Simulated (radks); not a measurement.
Trend from Lu3+ to Hg3+: ionisation energy by Delta-SCF between NIST ground configurations, and size. Calculated with a radial shooting solver on a logarithmic mesh with Libxc functionals: scalar-relativistic Kohn-Sham, BLYP, spin-polarised, spherical densities, point nucleus; open shells are filled with parallel spins first (spin-orbit coupling, left out, can overturn this in heavy ions).

species,configuration,configuration of the ion,IE (eV),NIST (eV),kind,outermost,<r> outermost (bohr)
Lu3+,[Xe] 4f14,[Xe] 4f13,46.311,45.25,semi-emp.,5p,1.37
Hf3+,[Xe] 4f14 5d1,[Xe] 4f14,33.068,33.37,semi-emp.,5d,1.95
Ta3+,[Xe] 4f14 5d2,[Xe] 4f14 5d1,35.530,35,theory,5d,1.84
W3+,[Xe] 4f14 5d3,[Xe] 4f14 5d2,37.931,38.2,semi-emp.,5d,1.75
Re3+,[Xe] 4f14 5d4,[Xe] 4f14 5d3,40.279,39,theory,5d,1.67
Os3+,[Xe] 4f14 5d5,[Xe] 4f14 5d4,42.584,41,theory,5d,1.60
Ir3+,[Xe] 4f14 5d6,[Xe] 4f14 5d5,41.580,40,theory,5d,1.56
Pt3+,[Xe] 4f14 5d7,[Xe] 4f14 5d6,44.087,43,theory,5d,1.50
Au3+,[Xe] 4f14 5d8,[Xe] 4f14 5d7,46.579,45,theory,5d,1.44
Hg3+,[Xe] 4f14 5d9,[Xe] 4f14 5d8,49.031,48.6,exp.,5d,1.39

Reference values: NIST Atomic Spectra Database (exp. = measured, semi-emp. = semi-empirical, theory = theoretical value adopted there). Open shells are spherical and high-spin; term and fine-structure splittings are not resolved. Spin-orbit splitting is averaged out at the scalar-relativistic level.
